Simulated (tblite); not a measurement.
C5H8Cl4Si.
SMILES with atom numbers: `[Cl:1][CH:2]([Cl:3])[C@@H:4]([Cl:5])[C@H:6]([Cl:7])[C@@H:8]1[CH2:9][SiH2:10]1` (hydrogens: H11 on C2; H12 on C4; H13 on C6; H14 on C8; H15, H16 on C9; H17, H18 on Si10)

Cartesian coordinates in Å at the GFN2-xTB level; atoms count from 1:
```
atom  x, y, z in Å
Cl1    3.9197   -1.1358    0.3778
C2     2.6573   -0.1393   -0.3749
Cl3    2.4724   -0.6395   -2.0695
C4     1.3349   -0.3029    0.3568
Cl5    1.5928    0.1889    2.0517
C6     0.2003    0.5183   -0.2602
Cl7    0.6439    2.2575   -0.2000
C8    -1.1129    0.2885    0.4211
C9    -1.8881   -0.9653   -0.0227
Si10  -2.7536    0.6511   -0.4524
H11    2.9960    0.8992   -0.3690
H12    1.0416   -1.3570    0.3727
H13    0.1289    0.2699   -1.3224
H14   -1.0461    0.4267    1.4942
H15   -1.4191   -1.5481   -0.8042
H16   -2.2463   -1.5983    0.7764
H17   -3.8555    1.0881    0.3799
H18   -2.6750    1.1044   -1.8269
```

Computed with GFN2-xTB (tblite): harmonic, unscaled wavenumbers at the GFN2-xTB geometry, gas phase. The method is semi-empirical: single wavenumbers can be off by several per cent or more. Modes of hydrogen on silicon can be 10 to 20 % off. One conformer, not necessarily the lowest.

Harmonic wavenumbers (cm⁻¹): 36.3, 43.9, 61.4, 84.0, 128.5, 145.9, 171.2, 190.8, 242.2, 295.7, 313.5, 351.4, 376.8, 433.1, 475.2, 528.4, 542.0, 664.2, 696.8, 705.5, 719.6, 723.2, 740.3, 761.0, 793.5, 917.5, 973.2, 1011.3, 1052.2, 1057.4, 1098.5, 1136.0, 1147.2, 1153.4, 1173.8, 1203.2, 1222.7, 1262.2, 1323.6, 1437.0, 2384.5, 2397.3, 2938.4, 2941.7, 2950.0, 3036.9, 3058.2, 3076.3.

A = 941.4, B = 385.1, C = 353.0 MHz; mass 235.915 u (most abundant isotopes); point group C1, symmetry number 1.

Q: Zero-point energy?

A: ½Σν̃ = 25088 cm⁻¹ = 300.12 kJ/mol.

Q: Give the ideal-gas entropy at 298.15 K and 1 bar in the rigid-rotor, harmonic-oscillator model (classical rotation).

A: Translation 176.99, rotation 134.71, vibration 174.49: S = 486.2 J/(mol K).

Q: And Cp and H(298.15 K) − H(0)?

A: Cp = 195.97 J/(mol K), of which vibrations give 162.71 (their classical limit is 48 R = 399.1); H(298.15 K) − H(0) = 35.98 kJ/mol without the zero-point energy, 26.06 from vibrations.

Q: Blend soft modes into free rotors: weight 1/[1 + (100 cm⁻¹/ν̃)⁴] for the oscillator and the rest for a rotor with moment μB/(μ + B), μ = h/(8π²ν), B = 10⁻⁴⁴ kg m². What vibrational entropy results?

A: 155.69 J/(mol K) in place of 174.49, which changes −T·S at 298.15 K by +5.61 kJ/mol.

Q: How do the functions run with temperature in this model?

A: 
```json
{"T (K)": "150", "S (J/(mol K))": "378.7", "Cp (J/(mol K))": "123.9", "H − H(0) (kJ/mol)": "12.19", "G − H(0) (kJ/mol)": "-44.62", "ln q(vib)": "5.03"}
{"T (K)": "250", "S (J/(mol K))": "453.7", "Cp (J/(mol K))": "173.4", "H − H(0) (kJ/mol)": "27.08", "G − H(0) (kJ/mol)": "-86.35", "ln q(vib)": "8.76"}
{"T (K)": "400", "S (J/(mol K))": "549.8", "Cp (J/(mol K))": "237.4", "H − H(0) (kJ/mol)": "58.12", "G − H(0) (kJ/mol)": "-161.80", "ln q(vib)": "13.98"}
{"T (K)": "600", "S (J/(mol K))": "657.6", "Cp (J/(mol K))": "293.4", "H − H(0) (kJ/mol)": "111.67", "G − H(0) (kJ/mol)": "-282.88", "ln q(vib)": "20.42"}
{"T (K)": "900", "S (J/(mol K))": "786.6", "Cp (J/(mol K))": "341.5", "H − H(0) (kJ/mol)": "207.61", "G − H(0) (kJ/mol)": "-500.33", "ln q(vib)": "28.95"}
```

q(vib) and H(0) count from the zero-point level.

Q: What must be added to the electronic energy to get the Gibbs energy at 298.15 K and 1 bar?

A: ZPE + [H(298.15 K) − H(0)] − T·S = 300.12 + 35.98 − 144.96 = 191.14 kJ/mol.

Q: Which modes carry the vibrational entropy at 298.15 K?

A: 36.3 cm⁻¹: 22.81; 43.9 cm⁻¹: 21.23; 61.4 cm⁻¹: 18.46; 84.0 cm⁻¹: 15.88; 128.5 cm⁻¹: 12.42; 145.9 cm⁻¹: 11.40 J/(mol K); the other 42 give 72.29 together.

Hindered rotation and anharmonicity are outside this model. Other conformers, if any are populated, would add a mixing term that is left out. The structure is chiral; the term R ln 2 for an equal mix with its mirror image is left out.

Hardware: one thread of an Arm Neoverse N1, shared host with 64 logical CPUs at a one-minute load of 59. Cost: 2.2 s of wall time. This covers the Hessian and the dipole derivatives.
